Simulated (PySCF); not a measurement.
Si(H)(Cl)(vinyl)(NH2) (C₂H₆ClNSi), SMILES C=C[SiH](N)Cl.

The structure is a stationary point at PBE0-D3(BJ)/def2-SVP. Other conformers were not sampled.

Computed with TDA-CAM-B3LYP/def2-SVPD (PySCF).

Vertical excitations. The molecule is in vacuum.

```csv
state,energy (eV),λ (nm),f,main pairs
S1,6.63,187,0.024,HOMO→LUMO 70 %
S2,6.78,183,0.014,"HOMO−2→LUMO 46 %, HOMO−4→LUMO 23 %, HOMO→LUMO 12 %, HOMO−3→LUMO 8 %"
S3,7.50,165,0.121,"HOMO→LUMO+1 32 %, HOMO→LUMO+2 21 %, HOMO→LUMO 14 %, HOMO−1→LUMO 12 %"
S4,7.55,164,0.277,"HOMO−1→LUMO 62 %, HOMO→LUMO+1 19 %"
S5,7.70,161,0.011,"HOMO−2→LUMO 39 %, HOMO−4→LUMO 22 %, HOMO−3→LUMO 22 %"
S6,7.86,158,0.112,"HOMO−1→LUMO+1 34 %, HOMO−1→LUMO+2 14 %, HOMO→LUMO+1 10 %, HOMO−1→LUMO+3 10 %"
S7,7.98,155,0.013,"HOMO−3→LUMO 57 %, HOMO−4→LUMO 33 %"
S8,8.16,152,0.145,"HOMO→LUMO+2 43 %, HOMO→LUMO+3 17 %, HOMO−1→LUMO+1 8 %"
S9,8.30,149,0.049,"HOMO−2→LUMO+2 41 %, HOMO−2→LUMO+1 16 %, HOMO−1→LUMO+2 13 %"
S10,8.40,148,0.015,"HOMO−1→LUMO+2 49 %, HOMO−1→LUMO+3 10 %, HOMO−2→LUMO+1 8 %"
T1,4.20,295,0,"HOMO−1→LUMO 69 %, HOMO→LUMO 15 %"
T2,6.16,201,0,"HOMO−2→LUMO 33 %, HOMO−4→LUMO 26 %, HOMO→LUMO 13 %, HOMO−3→LUMO 12 %"
T3,6.36,195,0,"HOMO→LUMO 50 %, HOMO→LUMO+1 10 %, HOMO−2→LUMO 9 %, HOMO−4→LUMO 8 %"
T4,7.27,170,0,"HOMO→LUMO+2 44 %, HOMO→LUMO+1 19 %, HOMO→LUMO 11 %"
```
Triplets are in the Tamm–Dancoff approximation.
